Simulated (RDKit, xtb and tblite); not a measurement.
Relaxed torsion scan: SMILES C=C[SiH2][SiH2]C(C)=O. Scanned: dihedral C1–C2–Si3–Si4 and dihedral C2–Si3–Si4–C5; all other coordinates were relaxed at GFN2-xTB. GFN2-xTB can order the conformers of Si and Ge chains otherwise than DFT does. Points at φ and −φ are mirror images. Heavy atoms are numbered in the order of the SMILES C=C[SiH2][SiH2]C(C)=O, hydrogens after them in the order of the atoms that carry them; the mirror image has the same energies with the sign of each dihedral reversed.

Computed with: GFN2-xTB (xtb and tblite); MMFF94 // GFN2-xTB (RDKit); UFF // GFN2-xTB (RDKit).

Energies in kcal/mol at chosen points (x: dihedral C1–C2–Si3–Si4 (°); y: dihedral C2–Si3–Si4–C5 (°)), relative to x = -60, y = 60:

```
method    (120, 60)  (90, 150)  (-150, 120)  (150, 150)  (150, -150)  (-150, 0)  (-60, -150)
--------  ---------  ---------  -----------  ----------  -----------  ---------  -----------
GFN2-xTB        0.2        0.3          0.7         0.6          0.6        0.5          0.5
MMFF94         -0.5        1.0          0.9         1.1          1.1        1.0          1.6
UFF             1.6        4.2          3.3         4.3          4.3        3.2          3.0
```

MMFF94 has few fitted parameters for silicon.
